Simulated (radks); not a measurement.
Problem. These are the eigenvalues of the occupied orbitals of an atom or ion with whole-number occupations (eV). Calculated with a radial shooting solver on a logarithmic mesh with Libxc functionals: scalar-relativistic Kohn-Sham, PBE, spin-polarised, spherical densities, point nucleus.

| orbital | eigenvalue |
|---|---|
| 1s up | -8863.993 |
| 1s down | -8863.369 |
| 2s up | -1071.942 |
| 2s down | -1071.507 |
| 2p up | -926.9057 |
| 2p down | -926.2383 |
| 3s up | -123.6280 |
| 3s down | -121.9827 |
| 3p up | -80.9062 |
| 3p down | -79.3077 |
| 3d up | -12.7124 |
| 3d down | -11.3069 |
| 4s up | -7.7082 |
| 4p up | -2.5081 |

Which element is it, and in what charge state? The configuration may be excited. Open shells, if any, are filled with parallel spins first.

Solution. Z = 29, copper, charge 0: Cu in [Ne] 3s2 3p5 3d10 4s1 4p1. The list shows which subshells hold electrons but not how many an open one holds; the 1s level, -325.75 hartree, gives Z - s = 25.5 by -(Z - s)^2/2, which with screening and relativity narrows Z to a few neighbours, and the depths of the outer levels then fix element, charge and occupations together.
